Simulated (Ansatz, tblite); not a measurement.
Forces on BeF2 at its PBE0-D4/def2-TZVP geometry. The state is a singlet with charge 0.

The xTB rows come from tblite. The structure comes from a short search, and lower isomers may exist.

GFN1-xTB (tblite), largest force 0.07 eV/Å:

```xyz
3
positions Å, forces eV/Å
Be    0.002    0.001    0.002   -0.004   -0.001   -0.003
F     0.809   -1.102   -0.176    0.046   -0.059   -0.008
F    -0.811    1.100    0.174   -0.042    0.060    0.011
```

GFN2-xTB (tblite), largest force 0.27 eV/Å:

```
Be -0.007 -0.003 -0.005
F -0.158 0.220 0.037
F 0.164 -0.217 -0.032
```

LDA (SPW92)/def2-TZVP (Ansatz), largest force 0.01 eV/Å:

```
Be -0.010 -0.005 -0.008
F 0.000 0.009 0.005
F 0.010 -0.004 0.003
```
